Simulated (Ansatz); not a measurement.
The cluster Os2O2⁺. The state is a doublet with charge 1. Geometry PBE0-D4/def2-TZVP; atoms count from 1.

```xyz
4

Os    1.1012   -0.6030   -0.1408
Os   -1.0623    0.2694    0.7211
O    -0.6059   -0.7857   -0.7984
O     0.5671    1.1192    0.2181
```

In the def2 sets Os takes a core potential; there is no spin–orbit coupling. The charge 1 doublet is spin-contaminated (final ⟨S²⟩ up to 1.85, 0.75 for a pure state). Another isomer (doublet) lies 1.51 eV lower at PBE0-D4/def2-TZVP; other spin states weren't run for this one.

**Question.** Estimate the Mulliken populations from the PBE0/def2-TZVP orbitals of Ansatz.

**Answer.** 
```tsv
atom	charge (e)	spin (α − β)	d electrons
Os1	0.93	2.04	6.21
Os2	0.88	-1.37	6.43
O3	-0.40	0.17	–
O4	-0.40	0.17	–
```
Mulliken values depend strongly on the basis.

**Question.** Where does the spin sit?

**Answer.** Summed by element: Os 0.67, O 0.33, of 1 unpaired in all. Largest on single atoms: Os1 2.04, Os2 -1.37, O3 0.17.

**Question.** And the Mayer bond orders between heavy atoms (over 0.3)?

**Answer.** Os1–Os2 1.05 (2.49 Å); Os1–O3 1.26 (1.84 Å); Os1–O4 1.26 (1.84 Å); Os2–O3 0.98 (1.91 Å); Os2–O4 0.98 (1.91 Å).
